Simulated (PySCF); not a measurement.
A species of formula C7H14O has this rotational fingerprint, computed with PBE0/pcSseg-1 in PySCF (dipole) on a GFN2-xTB geometry, gas phase:

- Rotational constants: A = 5698, B = 730.3, C = 684.3 MHz
- Dipole components: |μa| = 0.00 D, |μb| = 0.87 D, |μc| = 0.69 D
- Inertial defect: -42.17 u·Å²
- κ: -0.98

Question: Which candidate fits, each taken in the one conformer that was computed?
A. `[CH3:1][CH2:2][CH2:3][C@@H:4]1[CH2:5][C@H:6]1[O:7][CH3:8]` with C1–C2–C3–C4 -179°, C2–C3–C4–C5 152°, C5–C6–O7–C8 -82°
B. `[CH3:1][C@H:2]([CH2:3][OH:4])[CH:5]1[CH2:6][CH2:7][CH2:8]1` with C1–C2–C3–O4 -63°, C2–C3–O4–H 60°, C1–C2–C5–C6 -168°, C2–C5–C6–C7 133°, C5–C6–C7–C8 -12°, C6–C7–C8–C5 12°, C2–C5–C8–C7 -133°
C. `[CH3:1][CH2:2]/[CH:3]=[CH:4]\[CH2:5][O:6][CH2:7][CH3:8]` with C1–C2–C3–C4 -111°, C3–C4–C5–O6 -54°, C4–C5–O6–C7 -78°, C5–O6–C7–C8 77°
D. `[CH3:1]/[CH:2]=[CH:3]/[CH2:4][O:5][CH:6]([CH3:7])[CH3:8]` with C2–C3–C4–O5 -129°, C3–C4–O5–C6 -168°, C4–O5–C6–C7 -75°
E. `[CH2:1]=[C:2]([CH2:3][OH:4])[C:5]([CH3:6])([CH3:7])[CH3:8]` with C1–C2–C3–O4 18°, C2–C3–O4–H 55°
F. `[CH2:1]=[CH:2][CH2:3][C@H:4]([CH2:5][CH3:6])[O:7][CH3:8]` with C1–C2–C3–C4 -127°, C2–C3–C4–C5 60°, C3–C4–C5–C6 172°, C3–C4–O7–C8 -78°

Answer: D. It is C/C=C/COC(C)C, a near-prolate asymmetric top, point group C1. The candidates at the same level (rigid rotor, commonest isotopes):

| SMILES | A (MHz) | B (MHz) | C (MHz) | μa (D) | μb (D) | μc (D) | Δ (u·Å²) | point group | rotor |
| --- | --- | --- | --- | --- | --- | --- | --- | --- | --- |
| C=C(CO)C(C)(C)C | 3054 | 1390 | 1227 | 1.57 | 0.15 | 0.93 | -117.24 | C1 | asymmetric top |
| C=CC[C@H](CC)OC | 2368 | 1456 | 1024 | 0.27 | 0.59 | 1.14 | -66.86 | C1 | asymmetric top |
| C/C=C/COC(C)C | 5698 | 730.3 | 684.3 | 0.00 | 0.87 | 0.69 | -42.17 | C1 | near-prolate asymmetric top |
| CC/C=C\COCC | 3383 | 1089 | 1061 | 0.37 | 0.25 | 0.84 | -137.00 | C1 | near-prolate asymmetric top |
| CCC[C@@H]1C[C@H]1OC | 4692 | 876.1 | 788.3 | 0.28 | 0.49 | 0.95 | -43.50 | C1 | near-prolate asymmetric top |
| C[C@H](CO)C1CCC1 | 3420 | 1340 | 1099 | 0.04 | 1.50 | 0.56 | -65.09 | C1 | asymmetric top |

`C[C@H](CO)C1CCC1` has B 83 % too high; `CCC[C@@H]1C[C@H]1OC` has B 20 % too high; `C=CC[C@H](CC)OC` has B 99 % too high; `CC/C=C\COCC` has C 55 % too high; `C=C(CO)C(C)(C)C` has B 90 % too high. No structure here is proved a minimum.
